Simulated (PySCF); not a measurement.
The same groups moved round the core (propene chloro+silyl). Gas-phase values, no solvent. One relaxed conformer stands for each flexible species; it need not be the lowest. Strings in code marks are SMILES. Quantity: electronic energy of isomers of C3H7ClSi relative to `C/C(Cl)=C/[SiH3]`. Level 1: PBE-D3(BJ)/def2-TZVP // CAM-B3LYP-D3(BJ)/def2-TZVP (PySCF). Level 2: CAM-B3LYP-D3(BJ)/def2-TZVP (PySCF).

```
case                                      level 1 (kcal/mol)  level 2 (kcal/mol)
----------------------------------------  ------------------  ------------------
`C/C(Cl)=C\[SiH3]`                                       0.6                 0.8
`C/C=C(/[SiH3])Cl`                                       1.2                 1.2
`C/C([SiH3])=C\Cl`                                       1.4                 1.9
`[SiH3]C/C=C\Cl` (Si–C–C–C torsion 96°)                  2.9                 2.9
`C=C(Cl)C[SiH3]` (Cl–C–C–Si torsion 74°)                 3.0            withheld
`C/C([SiH3])=C/Cl`                                       3.3                 3.6
`[SiH3]C/C=C/Cl` (Si–C–C–C torsion 109°)                 4.5                 4.4
```

Task: Fit level 2 = a + b·x to the 6 complete rows by least squares, with x = level 1 in kcal/mol. Give a, b and the rms residual, and predict the withheld value.

Result: Means of the 6 rows: x̄ = 2.3167, ȳ = 2.4667 kcal/mol. Σ(x − x̄)² = 11.108 and Σ(x − x̄)(y − ȳ) = 10.383, so b = 0.935 and a = ȳ − b·x̄ = 0.30 kcal/mol. The rms residual is 0.19 kcal/mol. At x = 3 the line gives 3.1 kcal/mol. The run for `C=C(Cl)C[SiH3]` (Cl–C–C–Si torsion 74°) gave 2.7 kcal/mol, so the line is off by 0.4 kcal/mol, more than twice the rms residual.

Codes: PySCF.
